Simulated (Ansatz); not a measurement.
Ansatz results at the PBE0-D4/def2-TZVP geometry: LUMO energy (PBE/def2-TZVPP) -0.96 eV; HOMO–LUMO gap (PBE0/def2-TZVPP) 6.33 eV; size of the dipole moment (B3LYP/def2-TZVPP) 0.90 D.

Q: Which molecule gave them?
A. `C[As]1C[SiH2]1`
B. `F[BH][AlH2]`
C. `CB/C=C/Cl`
D. `C=C[SiH2][AsH2]`

A: A. The others give `F[BH][AlH2]`: -2.63, 5.46, 0.52; `C=C[SiH2][AsH2]`: -1.63, 6.51, 1.09; `CB/C=C/Cl`: -2.87, 5.94, 0.79.

B3LYP here is the variant with VWN-RPA as its local correlation; programs differ in this.
